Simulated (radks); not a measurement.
The numbers below are computed, except where a source is named.
Fractional charge and spin in the 1s shell of helium: the spin-up occupation runs from 0 to 1 and the spin-down occupation from 0 to 1; the fullest corner is He, 1s(up 1, down 1). Level of theory: scalar-relativistic Kohn-Sham, r2SCAN, spin-polarised, spherical densities, finite nucleus; meta-GGA in the generalised Kohn-Sham scheme; Fermi nuclear charge, rms radius of each element as measured or else 0.836 A^(1/3) + 0.57 fm (a radial shooting solver on a logarithmic mesh with Libxc functionals). Energy (eV) minus the two flat planes that join the four corners (they meet along the diagonal where the two added fractions sum to one electron); zero is where a piecewise linear energy would lie.

down \ up       0    0.25     0.5    0.75       1
0           0.000  -1.637  -2.526  -2.026   0.000
0.25       -1.637  -1.280  -0.142       -       -
0.5        -2.526  -0.142   3.006  -0.095  -1.893
0.75       -2.026       -  -0.095  -1.384  -1.483
1           0.000       -  -1.893  -1.483   0.000

Corners above the fullest one (they belong to He+ and the next ion): (up 1, down 0) 24.622 eV, (up 0, down 1) 24.622 eV, (up 0, down 0) 79.052 eV. With half an added electron in each spin the energy lies 3.006 eV from the planes (fractional-spin error, the static-correlation error of a stretched bond), and with half an added electron in spin up alone -2.526 eV (fractional-charge error). For a frontier s shell over closed shells the exact functional lies on the planes.
